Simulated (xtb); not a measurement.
Si(Cl)2(F)(OSiH3) (Cl2FH3OSi2), SMILES [SiH3]O[Si](F)(Cl)Cl. All values are semi-empirical tight-binding results from xtb (GFN2-xTB unless named), good for trends rather than for accurate numbers. The structure is a stationary point at GFN2-xTB. The structure was generated by enumeration, and PubChem lists no compound with its InChIKey, so it may never have been made. Other conformers were not sampled.

```yaml
orbital_gap: 6.14 eV
dipole_moment: 2.59 D
zero_point_energy: 21.5 kcal/mol
G − E(el) at 298.15 K (modified RRHO): -1.3 kcal/mol
static polarisability (D4 model): 96.2 bohr³
solvation energy, GFN2-xTB/ALPB(water): 0.8 kcal/mol
solvation energy, GFN2-xTB/ALPB(octanol): -2.5 kcal/mol
```
